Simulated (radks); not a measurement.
Results of a calculation; reference values are marked as such.
All-electron atom: Hg72+ in [He] 2s2 2p4 (the NIST ground configuration).

Level of theory: Dirac Kohn-Sham, exchange-only PBE, spin-unpolarised, spherical densities, finite nucleus; open shells fill j = l - 1/2 first; Fermi nuclear charge, rms radius 5.4648 fm (a radial shooting solver on a logarithmic mesh with Libxc functionals).

Energy parts (hartree):
total: -11805.1184
kinetic: 14376.4036
electron-nucleus: -26680.6113
Hartree: 625.3360
exchange: -126.2467

Orbitals (lengths in bohr, moments of r in powers of bohr; r(max) is where P^2 peaks):
\begin{tabular}{lrrrrr}
orbital & occ. & eigenvalue (hartree) & <1/r> & r(max) & <r^4> \\ \hline
1s1/2 & 2 & -3330.627 & 97.62 & 0.01022 & 3.961e-07 \\
2s1/2 & 2 & -794.5464 & 24.67 & 0.05855 & 0.00005161 \\
2p1/2 & 2 & -779.3478 & 24.56 & 0.04284 & 0.00002987 \\
2p3/2 & 2 & -703.3965 & 19.93 & 0.05006 & 0.00004585 \\
\end{tabular}

The highest occupied level is 2p3/2 at -19140.4 eV. Summed over all electrons, <r^2> = 0.02909 bohr^2, which gives a Langevin (diamagnetic) susceptibility term of -0.023 x 10^-6 cm^3/mol.
